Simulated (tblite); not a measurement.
Question: What does the GFN2-xTB structure of `O=c1ccc[c]c(F)c1Cl` [radical] look like in three dimensions? (Doublet state.)

Answer: 
```
atom  x, y, z in Å
O1     1.4744   -2.0163   -0.8032
C2     0.8696   -1.0648   -0.3371
C3    -0.4734   -1.2734    0.2453
C4    -1.5508   -0.4739    0.2833
C5    -1.5499    0.8695   -0.2598
C6    -0.4533    1.5759   -0.1075
C7     0.8678    1.4129    0.1684
F8     1.5771    2.4240    0.6971
C9     1.5255    0.2422   -0.1915
Cl10   3.2339    0.2075   -0.2295
H11   -0.5889   -2.2982    0.5785
H12   -2.4900   -0.8576    0.6598
H13   -2.4461    1.2527   -0.7217
```

Any rigid rotation of these coordinates is as good. Atoms count from 1 in this order. C4 (carbon bonded to 2 C and H) is planar (angles 122.8°, 119.7° and 117.4°, sum 359.8°, 0.03 Å off the plane of its three neighbours). C7 (carbon bonded to 2 C and F) is planar (angles 120.5°, 120.2° and 119.1°, sum 359.8°, 0.04 Å off the plane of its three neighbours). The 7-membered ring C2–C3–C4–C5–C6–C7–C9 has internal angles of 117.1° to 140.4° (sum 876°, against 900° for a flat polygon); it is puckered, 0.22 Å rms from its mean plane, widest ring torsion 41°. The 7 C–C bonds span 1.313 Å (C5–C6, drawn aromatic) to 1.479 Å (C2–C3, drawn aromatic), a spread of 0.166 Å.

Bonds between heavy atoms (Å): O1=C2 1.220, C2–C3 1.479, C3–C4 1.342, C4–C5 1.449, C5–C6 1.313, C6–C7 1.359, C7–F8 1.343, C7–C9 1.390, C9–Cl10 1.709, C2–C9 1.470.

Structure optimised with GFN2-xTB, isolated species. This method treats the open shell by occupation alone, without spin polarisation.

Point group: C1 (no symmetry element, even within 0.4 Å). Its GFN2-xTB frequencies are all real (lowest 66 cm⁻¹).

The run took 0.47 s on one thread, Arm Neoverse V2 (aarch64), on a shared host. These figures are those of the optimisation.

All values are computed, not measured.
